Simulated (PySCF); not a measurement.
ClO (SMILES [O]Cl), doublet, at a GFN2-xTB geometry; PySCF with CCSD/6-31G**.

Here is a job for PySCF.
```python
from pyscf import gto, scf, cc

mol = gto.Mole()
mol.atom = '''
    Cl   -0.00000000   -0.00000000   -0.49281646
    O     0.00000000    0.00000000    1.04723499
'''
mol.basis = '6-31g**'
mol.spin = 1
mol.verbose = 4
mol.build()

mf = scf.UHF(mol)
mf.kernel()

mycc = cc.CCSD(mf)
mycc.kernel()
print('E(CCSD) = %.10f' % mycc.e_tot)
mf.analyze()
```

What the program printed (banner, timings and long lists left out):

```
PySCF version 2.14.0

[INPUT] verbose = 4
[INPUT] num. atoms = 2
[INPUT] num. electrons = 25
[INPUT] charge = 0
[INPUT] spin (= nelec alpha-beta = 2S) = 1
[INPUT] symmetry False subgroup None
[INPUT] Mole.unit = angstrom
[INPUT] Symbol           X                Y                Z      unit          X                Y                Z       unit  Magmom
[INPUT]  1 Cl     0.000000000000   0.000000000000  -0.492816460000 AA    0.000000000000   0.000000000000  -0.931288139078 Bohr   0.0
[INPUT]  2 O      0.000000000000   0.000000000000   1.047234990000 AA    0.000000000000   0.000000000000   1.978987319162 Bohr   0.0

nuclear repulsion = 46.7309716731347
number of shells = 14
number of NR pGTOs = 78
number of NR cGTOs = 32
basis = 6-31g**
ecp = {}

******** <class 'pyscf.scf.uhf.UHF'> ********
method = UHF
initial guess = minao
damping factor = 0
level_shift factor = 0
DIIS = <class 'pyscf.scf.diis.CDIIS'>
diis_start_cycle = 1
diis_space = 8
diis_damp = 0
SCF conv_tol = 1e-09
SCF conv_tol_grad = None
SCF max_cycles = 50
direct_scf = True
direct_scf_tol = 1e-13
number electrons alpha = 13  beta = 12
Set gradient conv threshold to 3.16228e-05
init E= -534.324884396032

cycle= 1 E= -534.155740732427  delta_E= 0.169  |g|= 0.291  |ddm|=  1.3
cycle= 2 E= -534.195395403092  delta_E= -0.0397  |g|= 0.199  |ddm|= 0.38
cycle= 3 E= -534.212805557648  delta_E= -0.0174  |g|= 0.0541  |ddm|= 0.166
cycle= 4 E= -534.21878162684  delta_E= -0.00598  |g|= 0.0416  |ddm|= 0.0894
cycle= 5 E= -534.223138314999  delta_E= -0.00436  |g|= 0.0241  |ddm|= 0.0926
cycle= 6 E= -534.225760782334  delta_E= -0.00262  |g|= 0.00571  |ddm|= 0.118
cycle= 7 E= -534.225854901881  delta_E= -9.41e-05  |g|= 0.00171  |ddm|= 0.0209
cycle= 8 E= -534.225861542656  delta_E= -6.64e-06  |g|= 0.000826  |ddm|= 0.00707
cycle= 9 E= -534.225862742571  delta_E= -1.2e-06  |g|= 0.000548  |ddm|= 0.00278
cycle= 10 E= -534.225863205475  delta_E= -4.63e-07  |g|= 0.000411  |ddm|= 0.003
cycle= 11 E= -534.225863491173  delta_E= -2.86e-07  |g|= 5.37e-05  |ddm|= 0.00141
cycle= 12 E= -534.22586349502  delta_E= -3.85e-09  |g|= 1.36e-05  |ddm|= 0.000172
cycle= 13 E= -534.225863495214  delta_E= -1.94e-10  |g|= 2.68e-06  |ddm|= 2.71e-05
Extra cycle  E= -534.225863495218  delta_E= -4.32e-12  |g|= 1.29e-06  |ddm|= 3.32e-06
converged SCF energy = -534.225863495218  <S^2> = 0.76146871  2S+1 = 2.011436

******** <class 'pyscf.cc.uccsd.UCCSD'> ********
CC2 = 0
CCSD nocc = (np.int64(13), np.int64(12)), nmo = (32, 32)
max_cycle = 50
direct = 0
conv_tol = 1e-07
conv_tol_normt = 1e-06
diis_space = 6
diis_start_cycle = 0
diis_start_energy_diff = 1e+09
Init t2, MP2 energy = -0.279594792567757
Init E_corr(UCCSD) = -0.279594792569035
cycle = 1  E_corr(UCCSD) = -0.291920930526424  dE = -0.012326138  norm(t1,t2) = 0.0790417
cycle = 2  E_corr(UCCSD) = -0.300114318455266  dE = -0.00819338793  norm(t1,t2) = 0.0308388
cycle = 3  E_corr(UCCSD) = -0.302095685737847  dE = -0.00198136728  norm(t1,t2) = 0.0254627
cycle = 4  E_corr(UCCSD) = -0.305965186508996  dE = -0.00386950077  norm(t1,t2) = 0.0159925
cycle = 5  E_corr(UCCSD) = -0.305657113564542  dE = 0.000308072944  norm(t1,t2) = 0.00567915
cycle = 6  E_corr(UCCSD) = -0.30567586504826  dE = -1.87514837e-05  norm(t1,t2) = 0.000883081
cycle = 7  E_corr(UCCSD) = -0.305707715337508  dE = -3.18502892e-05  norm(t1,t2) = 0.000376591
cycle = 8  E_corr(UCCSD) = -0.305696460217629  dE = 1.12551199e-05  norm(t1,t2) = 0.00014237
cycle = 9  E_corr(UCCSD) = -0.305694528592734  dE = 1.9316249e-06  norm(t1,t2) = 6.95045e-05
cycle = 10  E_corr(UCCSD) = -0.305694692557845  dE = -1.63965112e-07  norm(t1,t2) = 2.0194e-05
cycle = 11  E_corr(UCCSD) = -0.30569455451027  dE = 1.38047575e-07  norm(t1,t2) = 8.54497e-06
cycle = 12  E_corr(UCCSD) = -0.305694242859162  dE = 3.11651108e-07  norm(t1,t2) = 2.94902e-06
cycle = 13  E_corr(UCCSD) = -0.305694142369023  dE = 1.00490139e-07  norm(t1,t2) = 8.09723e-07
cycle = 14  E_corr(UCCSD) = -0.30569413097614  dE = 1.13928824e-08  norm(t1,t2) = 2.725e-07
UCCSD converged
E(UCCSD) = -534.5315576261943  E_corr = -0.3056941309761402
E(CCSD) = -534.5315576262
**** SCF Summaries ****
Total Energy =                        -534.225863495218164
Nuclear Repulsion Energy =              46.730971673134697
One-electron Energy =                 -830.682443324654287
Two-electron Energy =                  249.725608156301462
Two-electron Coulomb Energy =          285.503726725815113
DFT Exchange-Correlation Energy =      -35.778118569513651
**** MO energy ****
                             alpha | beta                alpha | beta
MO #1   energy= -104.900855117443  | -104.899599993903  occ= 1 | 1
MO #2   energy= -20.697272708747   | -20.6571019020693  occ= 1 | 1
MO #3   energy= -10.6358489157787  | -10.6345783252231  occ= 1 | 1
MO #4   energy= -8.10405129282691  | -8.1059267555223   occ= 1 | 1
MO #5   energy= -8.10342734080822  | -8.09862445619623  occ= 1 | 1
MO #6   energy= -8.09925396973448  | -8.095912194021    occ= 1 | 1
MO #7   energy= -1.49627752405675  | -1.39241593305748  occ= 1 | 1
MO #8   energy= -1.05893576980194  | -0.999475881696748 occ= 1 | 1
MO #9   energy= -0.740831619918545 | -0.64436817856742  occ= 1 | 1
MO #10  energy= -0.672497608692363 | -0.633291653302427 occ= 1 | 1
MO #11  energy= -0.669492166383927 | -0.528171978019195 occ= 1 | 1
MO #12  energy= -0.482896694510317 | -0.430622800645748 occ= 1 | 1
MO #13  energy= -0.449501019672808 | 0.0786743836261752 occ= 1 | 0
MO #14  energy= 0.14659101332399   | 0.16662904776474   occ= 0 | 0
MO #15  energy= 0.497552256423125  | 0.500810401430074  occ= 0 | 0
MO #16  energy= 0.586579007904969  | 0.596666369928943  occ= 0 | 0
MO #17  energy= 0.596362567572093  | 0.596947317742794  occ= 0 | 0
MO #18  energy= 0.61262409744162   | 0.617995911003867  occ= 0 | 0
MO #19  energy= 0.95595423108833   | 0.994100084030965  occ= 0 | 0
MO #20  energy= 0.988118373042885  | 1.0515135062301    occ= 0 | 0
MO #21  energy= 1.07749424446595   | 1.09355398962545   occ= 0 | 0

To work with the spin densities directly, `use mulliken_meta_spin()` only printing them here.

 ** Mulliken spin pop alpha/beta on meta-lowdin orthogonal AOs **
 ** Mulliken Spin Density (per AO)  **
spin_pop of  0 Cl 1s        0.00000
spin_pop of  0 Cl 2s       -0.00000
spin_pop of  0 Cl 3s        0.00357
spin_pop of  0 Cl 4s       -0.00001
spin_pop of  0 Cl 2px       0.00000
spin_pop of  0 Cl 2py       0.00000
spin_pop of  0 Cl 2pz      -0.00000
spin_pop of  0 Cl 3px       0.12246
spin_pop of  0 Cl 3py       0.00044
spin_pop of  0 Cl 3pz      -0.06176
spin_pop of  0 Cl 4px       0.00120
spin_pop of  0 Cl 4py       0.00009
spin_pop of  0 Cl 4pz      -0.00022
spin_pop of  0 Cl 3dxy     -0.00000
spin_pop of  0 Cl 3dyz     -0.00074
spin_pop of  0 Cl 3dz^2     0.00020
spin_pop of  0 Cl 3dxz     -0.00010
spin_pop of  0 Cl 3dx2-y2   -0.00000
spin_pop of  1 O 1s       -0.00000
spin_pop of  1 O 2s        0.01553
spin_pop of  1 O 3s       -0.00067
spin_pop of  1 O 2px       0.87206
spin_pop of  1 O 2py       0.00414
spin_pop of  1 O 2pz       0.04305
spin_pop of  1 O 3px       0.00086
spin_pop of  1 O 3py      -0.00069
spin_pop of  1 O 3pz       0.00022
spin_pop of  1 O 3dxy     -0.00000
spin_pop of  1 O 3dyz      0.00007
spin_pop of  1 O 3dz^2     0.00022
spin_pop of  1 O 3dxz      0.00020
spin_pop of  1 O 3dx2-y2   -0.00013
 ** Mulliken Spin Density (per atom)  **
spin density of  0 Cl =      0.06513
spin density of  1 O =      0.93487
 ** Mulliken pop alpha/beta on meta-lowdin orthogonal AOs **
 ** Mulliken pop       alpha | beta **
pop of  0 Cl 1s        1.00000 | 1.00000
pop of  0 Cl 2s        0.99999 | 0.99999
pop of  0 Cl 3s        0.93580 | 0.93223
pop of  0 Cl 4s        0.00527 | 0.00528
pop of  0 Cl 2px       1.00000 | 1.00000
pop of  0 Cl 2py       1.00000 | 1.00000
pop of  0 Cl 2pz       0.99999 | 0.99999
pop of  0 Cl 3px       0.99830 | 0.87584
pop of  0 Cl 3py       0.99829 | 0.99786
pop of  0 Cl 3pz       0.42461 | 0.48636
pop of  0 Cl 4px       0.00139 | 0.00020
pop of  0 Cl 4py       0.00121 | 0.00112
pop of  0 Cl 4pz       0.01001 | 0.01023
pop of  0 Cl 3dxy      0.00000 | 0.00000
pop of  0 Cl 3dyz      0.00330 | 0.00404
pop of  0 Cl 3dz^2     0.00838 | 0.00819
pop of  0 Cl 3dxz      0.00244 | 0.00254
pop of  0 Cl 3dx2-y2    0.00004 | 0.00004
pop of  1 O 1s        0.99999 | 1.00000
pop of  1 O 2s        0.93647 | 0.92094
pop of  1 O 3s        0.00109 | 0.00176
pop of  1 O 2px       0.99519 | 0.12314
pop of  1 O 2py       0.99446 | 0.99032
pop of  1 O 2pz       0.67249 | 0.62944
pop of  1 O 3px       0.00115 | 0.00028
pop of  1 O 3py       0.00113 | 0.00181
pop of  1 O 3pz       0.00038 | 0.00016
pop of  1 O 3dxy      0.00000 | 0.00001
pop of  1 O 3dyz      0.00160 | 0.00154
pop of  1 O 3dz^2     0.00525 | 0.00503
pop of  1 O 3dxz      0.00152 | 0.00132
pop of  1 O 3dx2-y2    0.00025 | 0.00038
In total            13.00000 | 12.00000
 ** Mulliken atomic charges   ( Nelec_alpha | Nelec_beta ) **
charge of  0Cl =      0.28710  (     8.38902      8.32388 )
charge of  1O =     -0.28710  (     4.61098      3.67612 )
Dipole moment(X, Y, Z, Debye):  0.00000, -0.00000, -0.98889
```
